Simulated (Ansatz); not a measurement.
Program: Ansatz. Geometries: PBE0-D4/def2-TZVP. ΔE: electronic, gas phase. CCSD(T)/CBS adds triple-zeta CCSD(T) − MP2 to the extrapolated MP2 energy (def2 sets, frozen cores). This one scheme is used for every species. DFT in def2-TZVPP. def2 core potentials past Kr. For Sb outer-core shells are correlated without core-valence functions, which leaves a few kJ/mol of doubt a bond. One conformer a species, not always the lowest.

`CC[SiH2]C` + `[SH][SbH2]` → `C[SiH2][S][SbH2]` + `CC`  (ligand exchange at the Si–C bond)

`CC[SiH2]C`:

Cartesian coordinates in Å:
```
C -0.797 0.859 -1.389
C -0.403 1.166 0.053
Si 0.900 0.006 0.750
C 0.320 -1.775 0.744
H -1.225 -0.142 -1.484
H -1.540 1.567 -1.765
H 0.068 0.906 -2.056
H -1.283 1.125 0.705
H -0.020 2.189 0.133
H 2.143 0.122 -0.068
H 1.236 0.417 2.144
H -0.589 -1.891 1.341
H 1.084 -2.434 1.163
H 0.105 -2.116 -0.271
```

`[SH][SbH2]`:

Z-matrix (Å, degrees):
```
Sb
S 1 2.426
H 1 1.710 2 94.5
H 1 1.710 2 94.3 3 90.8
H 2 1.342 1 93.1 3 133.7
```

`C[SiH2][S][SbH2]`:

Z-matrix (Å, degrees):
```
C
Si 1 1.864
H 1 1.092 2 110.8
H 1 1.092 2 110.7 3 120.3
H 1 1.093 2 110.1 3 -119.9
S 2 2.138 1 107.6 3 -60.2
H 2 1.489 1 110.9 3 179.4
H 2 1.489 1 110.9 3 60.3
Sb 6 2.429 2 97.1 1 180.0
H 9 1.711 6 94.0 2 134.9
H 9 1.711 6 94.1 2 -134.0
```

`CC`:

Cartesian coordinates in Å:
```
C 0.636 -0.086 0.406
C -0.636 0.086 -0.406
H 0.773 -1.125 0.716
H 1.519 0.204 -0.168
H 0.617 0.526 1.311
H -0.773 1.125 -0.716
H -1.519 -0.204 0.168
H -0.617 -0.526 -1.311
```

```tsv
level	ΔE (kJ/mol)	difference from CCSD(T)/CBS
PBE-D4	-76.8	1.5
r2SCAN-D4	-77.9	0.4
PBE0-D4	-78.1	0.2
ωB97M-V	-73.6	4.7
PBE	-75.1	3.2
PBE0	-76.5	1.8
MP2/def2-TZVPP	-81.4	-3.1
SCS-MP2/def2-TZVPP	-78.6	-0.3
CCSD/def2-TZVPP	-73.3	5.0
CCSD(T)/def2-TZVPP	-74.7	3.6
HF/def2-QZVPP	-76.1	2.2
MP2/def2-QZVPP	-83.4	-5.1
SCS-MP2/def2-QZVPP	-80.5	-2.2
HF/CBS(def2)	-76.0	2.3
MP2/CBS(def2)	-85.0	-6.7
CCSD/CBS(def2)	-76.9	1.4
CCSD(T)/CBS	-78.3	0
```

Largest T1 diagnostic among the species: 0.013.

The D4 term adds −3.2 kJ/mol with B3LYP and −1.6 kJ/mol with PBE0; it sums over pairs of atoms, weighted by their polarisabilities, and B3LYP, whose exchange is more repulsive, gets the larger term.

B3LYP here is the variant with VWN-RPA as its local correlation; programs differ in this.
